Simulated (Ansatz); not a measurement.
`C#C[Si](F)(F)Cl` + H₂ → `C#C[SiH](F)Cl` + H–F at 700 K and 1 bar (hydrogenolysis of the Si–F bond).

Program: Ansatz. Geometries: PBE0-D4/def2-TZVP. ΔE: electronic, gas phase. CCSD(T)/CBS is the MP2 limit (def2-TZVPP, def2-QZVPP) plus CCSD(T) − MP2 in def2-TZVPP, frozen cores. This one scheme is used for every species.

| species | CCSD(T)/CBS energy (Eh) | H − E (kJ/mol) | S (J/(mol·K)) |
| --- | --- | --- | --- |
| `C#C[Si](F)(F)Cl` | -1025.29095 | 141.5 | 449.2 |
| H₂ | -1.17544 | 46.8 | 155.3 |
| `C#C[SiH](F)Cl` | -926.02177 | 150.0 | 424.1 |
| H–F | -100.39570 | 45.2 | 198.5 |

H − E and S are ideal-gas, rigid-rotor, harmonic terms from PBE0-D4/def2-TZVP, for one conformer and one mirror image of each species. The MP2-based limit puts H₂ 0.8 mEh under its directly extrapolated value; such offsets cancel only in part. 1 Eh = 2625.50 kJ/mol, R = 8.31446 J/(mol·K).

Task: By hand: ΔE, ΔH, ΔS and ΔG.

Result: ΔE = (-926.02177) + (-100.39570) − (-1025.29095) − (-1.17544) = 0.04892 Eh = 128.4 kJ/mol. Δ(H − E) = 150.0 + 45.2 − 141.5 − 46.8 = 6.9, so ΔH = 135.3 kJ/mol. ΔS = 424.1 + 198.5 − 449.2 − 155.3 = 18.1 J/(mol·K). ΔG = 135.3 − 700 × (18.1)/1000 = 122.6 kJ/mol.

Task: By hand: the equilibrium constant, and the temperature at which ΔG would vanish if ΔH and ΔS stayed fixed.

Result: log₁₀ K = −ΔG/(RT ln 10) = -9.1. ΔG = 0 at ΔH/ΔS = 7475 K, far beyond where these terms or the molecules hold.

ΔH outweighs TΔS. A doubt of 5 kJ/mol in ΔE shifts log₁₀ K by 0.4 here. Other conformers and mirror images would add mixing entropy, several J/(mol·K) or more a flexible species. These are equilibria of isolated gas molecules and say nothing of rates. Largest T1 diagnostic: 0.012 (customary marks: 0.02 for closed shells, 0.045 for open ones).
